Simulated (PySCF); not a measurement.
This PySCF input asks for the NMR shieldings of `InChI=1S/C6H13NOSi/c1-3-6(4-2,5-7)8-9/h3-4H2,1-2,9H3`; the geometry comes from GFN2-xTB.

```python
import basis_set_exchange as bse
import numpy as np
from pyscf import gto, dft
from pyscf.prop import nmr

atoms = """
C    -0.698563    2.357118   -0.616316
C    -1.092278    1.002552   -0.041171
C     0.020221   -0.064795   -0.094477
C     0.350843   -0.307346   -1.492324
N     0.593018   -0.506106   -2.591633
C     1.297078    0.377099    0.649092
C     2.367204   -0.708433    0.629232
O    -0.427517   -1.257596    0.496667
Si   -1.712927   -2.207685    0.231528
H     0.044400    2.851010    0.004764
H    -0.297554    2.246014   -1.621917
H    -1.575637    2.998358   -0.666161
H    -1.395802    1.105311    1.003134
H    -1.945475    0.607191   -0.598604
H     1.684337    1.283848    0.182885
H     1.016944    0.601546    1.680406
H     3.237774   -0.384146    1.194163
H     1.981943   -1.621971    1.074828
H     2.675440   -0.923499   -0.392151
H    -2.958263   -1.543000    0.632601
H    -1.349583   -3.295203    1.124561
H    -1.826014   -2.590880   -1.175320
"""
names = dict.fromkeys(["C", "N", "O", "Si", "H"], "pcSseg-1")
basis = {el: gto.basis.parse(bse.get_basis(n, elements=[el], fmt="nwchem")) for el, n in names.items()}
mol = gto.M(atom=atoms, basis=basis, charge=0, verbose=0)
mf = dft.RKS(mol, xc="PBE0")
mf.grids.level = 2
mf.grids.alignment = dft.numint.BLKSIZE   # the property module wants whole blocks of grid points
mf.conv_tol = 1e-9
mf.kernel()

calc = nmr.RKS(mf)   # GIAO
C = mf.mo_coeff
Co = C[:, mf.mo_occ > 0]
resp = mf.gen_response(singlet=True, hermi=2)
def vind(x):   # induced exchange potential for any number of trial vectors
    d = np.einsum("pi,xij,qj->xpq", C, 2 * x.reshape(-1, C.shape[1], Co.shape[1]), Co, optimize=True)
    return np.einsum("xpq,pi,qj->xij", resp(d - d.transpose(0, 2, 1)), C, Co, optimize=True).ravel()
mo1, _ = nmr.rhf.solve_mo1(calc, with_cphf=vind)
sigma = calc.kernel(mo1)
for i, s in enumerate(sigma):   # ppm
    w = np.linalg.eigvalsh((s + s.T) / 2)
    print("%2d %-2s iso %8.1f  s11 %8.1f  s22 %8.1f  s33 %8.1f" % (i, mol.atom_pure_symbol(i), w.mean(), *w))
```

**Question.** Give the expected output.

**Answer.** 
```
 0 C  iso    175.4  s11    168.0  s22    171.9  s33    186.4
 1 C  iso    148.1  s11    132.6  s22    143.7  s33    168.1
 2 C  iso    112.7  s11     91.8  s22    107.8  s33    138.5
 3 C  iso     63.0  s11    -56.4  s22    -48.6  s33    293.9
 4 N  iso    -39.4  s11   -197.6  s22   -193.2  s33    272.5
 5 C  iso    150.2  s11    138.3  s22    143.0  s33    169.4
 6 C  iso    176.0  s11    165.1  s22    175.3  s33    187.6
 7 O  iso    285.8  s11    226.4  s22    299.7  s33    331.2
 8 Si iso    393.7  s11    354.3  s22    360.7  s33    466.2
 9 H  iso     30.7  s11     25.6  s22     30.0  s33     36.6
10 H  iso     30.4  s11     25.8  s22     30.0  s33     35.6
11 H  iso     30.5  s11     25.5  s22     27.5  s33     38.5
12 H  iso     30.0  s11     26.0  s22     29.6  s33     34.6
13 H  iso     29.7  s11     24.4  s22     30.5  s33     34.2
14 H  iso     29.9  s11     24.2  s22     31.2  s33     34.4
15 H  iso     30.3  s11     25.6  s22     30.1  s33     35.1
16 H  iso     30.6  s11     25.7  s22     27.6  s33     38.6
17 H  iso     30.0  s11     24.5  s22     30.1  s33     35.5
18 H  iso     30.4  s11     25.6  s22     29.6  s33     36.0
19 H  iso     26.7  s11     22.8  s22     25.4  s33     32.0
20 H  iso     26.9  s11     22.6  s22     25.3  s33     32.9
21 H  iso     26.6  s11     23.1  s22     25.1  s33     31.4
```

These numbers come from an equivalent density-fitted implementation of the same equations, which agrees with the script to about 0.01 ppm for H and up to a few tenths of a ppm for heavy atoms, so last digits may differ.

**Question.** Turn these shieldings into chemical shifts. References, each an isolated molecule treated in the same way: 13C (σ = 186.93 ppm) and 29Si (σ = 349.16 ppm) and 1H (σ = 31.72 ppm) vs TMS; NH3 for 15N (σ = 267.73 ppm); 17O (σ = 336.08 ppm) against H2O.

**Answer.** Averaging equivalent atoms: C 3: 123.9; C 2: 74.2; C 1/5: 37.7; C 0/6: 11.2; N 4: 307.1; O 7: 50.3; Si 8: -44.6; H 19/20/21: 4.98; H 13/15: 1.73; H 12/14: 1.72; H 9/10/11/16/17/18: 1.26 ppm. Experimental scales use liquid or dissolved standards, which lie at an offset from isolated NH3 (liquid NH3: subtract about 20 ppm) and H2O (liquid H2O: subtract about 36 ppm). Unscaled 15N shifts of sp2 nitrogen come out 20 to 40 ppm too high even then.

Size and cost of the density-fitted run: 225 basis functions, 52 s wall time on 1 thread of an Arm Neoverse V1, shared host.
